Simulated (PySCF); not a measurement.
Compound: C₂H₇PS₂Si.
Geometry (GFN2-xTB, Å), atoms numbered from 1 in this order:
```xyz
13
C2H7PS2Si angstrom
P      2.912    0.638    0.087
Si     1.044   -0.326   -0.675
S     -0.366    1.151   -1.352
C     -1.804    0.308   -0.617
C     -1.511   -0.111    0.803
S     -0.111   -1.280    0.876
H      3.593   -0.566    0.142
H      3.376    0.931   -1.184
H      1.163   -1.334   -1.733
H     -2.627    1.022   -0.646
H     -2.050   -0.552   -1.240
H     -2.363   -0.633    1.237
H     -1.260    0.751    1.422
```

Level of theory: PySCF 2.14.0, density-fitted response routines, TDDFT PBE0/def2-SVPD, vertical, gas phase, core orbitals frozen in the response.

Transition dipole moments from the ground state, in atomic units and in the frame of the coordinates above (overall signs are arbitrary), for the states with f of 0.002 or more among the lowest 5:

```json
{"state": "S2", "E (eV)": "5.144", "μx": "-0.109", "μy": "-0.006", "μz": "0.082"}
{"state": "S3", "E (eV)": "5.425", "μx": "-0.149", "μy": "-0.037", "μz": "0.019"}
{"state": "S4", "E (eV)": "5.628", "μx": "0.120", "μy": "0.211", "μz": "0.123"}
{"state": "S5", "E (eV)": "5.980", "μx": "0.242", "μy": "0.139", "μz": "-0.008"}
```

Task: Work out the oscillator strengths.

Result: f = (2/3) ΔE |μ|² with ΔE in hartree (27.2114 eV).

```tsv
state	|μ|² (au)	|μ| (D)	f
S2	0.019	0.35	0.002
S3	0.024	0.39	0.003
S4	0.074	0.69	0.010
S5	0.078	0.71	0.011
```

Task: Which bond between heavy atoms lies closest to the direction of the S5 transition dipole?

Result: P1–Si2 and S3–C4, at 22° from it; next Si2–S6 at 45°.

Task: What angle do the transition dipoles of S4 and S5 make?

Result: |cos θ| = |μa·μb| / (|μa| |μb|) = 0.76, so θ ≈ 41° (taken between 0 and 90°, since the signs are arbitrary).

Task: How is the summed strength of these states shared among x, y and z?

Result: (2/3) Σ ΔE μα² gives 0.015 for x, 0.009 for y and 0.003 for z, 0.027 in all.

One conformer stands for the species.
